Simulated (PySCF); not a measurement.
# Low-lying terms of Ce⁴⁸⁺ (cerium, charge +48)

Ground state [Ne], ¹S. All numbers are calculated (PySCF 2.14, the spin-free X2C one-electron Hamiltonian (Gaussian nucleus), in an uncontracted even-tempered set (19 s from 4 bohr⁻², ratio 2.5; 13 p from 5.12 bohr⁻², ratio 2.5; 7 d from 2.45 bohr⁻², ratio 2.7; 3 f from 200 bohr⁻², ratio 2.7)). Vertical excitation energies in eV without spin-orbit coupling; excited terms of each kind are numbered among those the solver found. Frozen: 1s2.

```tsv
term	leading excitation	EOM-EE-CCSD
1 3P°	2p → s	5081.9
1 1P°	2p → s	5091.0
1 3S	2p → p	5253.4
1 3D	2p → p	5268.2
1 1D	2p → p	5275.8
1 1P	2p → p	5276.9
1 3P	2p → p	5277.0
1 1S	2p → p	5340.0
2 3P°	2p → d	5442.8
1 3F°	2p → d	5450.1
1 1F°	2p → d	5459.6
1 1D°	2p → d	5462.1
2 3S	2s → s	5739.8
2 1S	2s → s	5760.7
```

The spin-orbit splitting of the hole, absent here, rivals or exceeds the spacing of these terms, so the LS terms are model states.

The solver can miss terms. The 25 highest virtual orbitals were dropped.
